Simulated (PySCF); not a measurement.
# P⁺ (phosphorus, charge +1) across methods

[Ne] 3s1 3p2 4s1, high-spin 5P determinant (an excited configuration). Computed with PySCF 2.14 in aug-cc-pwCVDZ (6s5p3d, 36 functions), with no relativity, point nucleus.

| method | E (hartree) | mean ε 3s α (eV) | mean ε 3p α (eV) | mean ε 4s α (eV) | Σ⟨r²⟩ (bohr²) | ⟨S²⟩ |
| --- | --- | --- | --- | --- | --- | --- |
| UHF | -339.76489 | -37.521 | -25.356 | -8.843 | 39.74 | 6.000 |
| M06-2X | -340.2032 | -33.000 | -22.282 | -8.362 | 38.45 | 6.000 |
| BHandHLYP | -340.2413 | -33.143 | -22.283 | -7.952 | 37.55 | 6.000 |

(1) Estimate the same row for PBE.

The outer electron is Rydberg-like, and this basis confines it to a smaller radius and binds it less than a complete one would.

Results:

(1) E (hartree) = -340.0761; mean ε 3s α (eV) = -29.502; mean ε 3p α (eV) = -19.844; mean ε 4s α (eV) = -7.186; Σ⟨r²⟩ (bohr²) = 38.52; ⟨S²⟩ = 6.000.
